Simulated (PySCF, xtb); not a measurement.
C3H3BN2O2, SMILES CB(N=C=O)N=C=O.

GFN2-xTB in xtb 6.7.1 at its own geometry gives an orbital gap of 4.33 eV and a dipole moment of 2.44 D.

Coordinates come from a PBE0-D3(BJ)/def2-SVP optimisation. Other conformers were not sampled.

### Question
What does PBE/def2-TZVP (PySCF) give? (The exact figures need the calculation; the answer reports its results.)

### Answer
gap 4.74 eV (levels -7.32 and -2.58 eV), dipole 1.92 D.
